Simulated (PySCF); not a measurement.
Stepwise substitution at one centre (Ga CH3-SH). All species are isolated molecules in the gas phase. One relaxed conformer stands for each flexible species; it need not be the lowest. Strings in code marks are SMILES.

These are M06-2X/def2-TZVP // B3LYP-D3(BJ)/def2-TZVP (PySCF) values and carry that method's errors. Excitations are Tamm–Dancoff values on a coarser integration grid. The basis has no diffuse functions, so Rydberg states are missing or too high.

| species | HOMO (eV) | T1 excitation (TDA) (eV) | S1 excitation (TDA) (eV) | S1 oscillator strength |
|---|---|---|---|---|
| 0 of 3 CH3 replaced by SH (`[CH3][Ga]([CH3])[CH3]`) | (withheld) | 4.95 | 5.29 | 0.000 |
| 1 of 3 CH3 replaced by SH | -8.45 | 5.07 | 5.74 | (withheld) |
| 2 of 3 CH3 replaced by SH | -8.49 | (withheld) | 5.79 | (withheld) |
| 3 of 3 CH3 replaced by SH | -8.83 | 5.23 | 5.49 | 0.000 |

Q: Complete the blanks.

A: 
- 0 of 3 CH3 replaced by SH (`[CH3][Ga]([CH3])[CH3]`), HOMO (eV): -8.55
- 1 of 3 CH3 replaced by SH, S1 oscillator strength: 0.000
- 2 of 3 CH3 replaced by SH, T1 excitation (TDA) (eV): 5.05
- 2 of 3 CH3 replaced by SH, S1 oscillator strength: 0.076
